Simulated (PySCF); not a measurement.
Core-level binding energies of (ClAlS)3 ring

Species: (ClAlS)3 ring, Al3Cl3S3.
Bonds: Al1–Cl2, Al1–S3, Al1–S9, S3–Al4, Al4–Cl5, Al4–S6, S6–Al7, Al7–Cl8, Al7–S9.

Computed with delta-SCF UKS SCAN, pcX-2 on the ionised atom, pcseg-1 elsewhere, spin-free X2C in PySCF. Vertical ΔSCF values, vacuum level as zero.

**Question.** What binding energy does each computed site have?

**Answer.** 
```
    atom(s)                     environment     level  binding energy (eV)  2p1/2 (eV)  count
Cl2/Cl5/Cl8           chlorine bonded to Al     Cl 1s              2828.63           –      3
   S3/S6/S9           sulfur bonded to 2 Al      S 1s              2476.96           –      3
Al1/Al4/Al7  aluminium bonded to Cl and 2 S     Al 1s              1568.61           –      3
Cl2/Cl5/Cl8           chlorine bonded to Al  Cl 2p3/2               206.03      207.69      3
   S3/S6/S9           sulfur bonded to 2 Al   S 2p3/2               169.22      170.44      3
```

**Question.** Express the binding energy of Al 1s of Al1/Al4/Al7 in atomic units and per mole.

**Answer.** 1568.61 eV = 57.6454 Eh = 151348 kJ/mol.

Atoms equivalent by their bonding share one computed value, that of the first of them. The 2p values aren't plain energy differences: one relaxed spin-free 2p hole is combined with a matrix within the shell (ground-state 2p orbital-energy differences and spin–orbit coupling). 2p3/2, the mean of its two sublevels, lies a third of the splitting below the shell's mean and 2p1/2 two thirds above it; the statistical areas are 2:1. 2p1/2 minus 2p3/2 (ligand field included): Cl 1.65 eV, S 1.23 eV. Geometry: PBE0-D3(BJ)/def2-SVP, one conformer, isolated molecule.
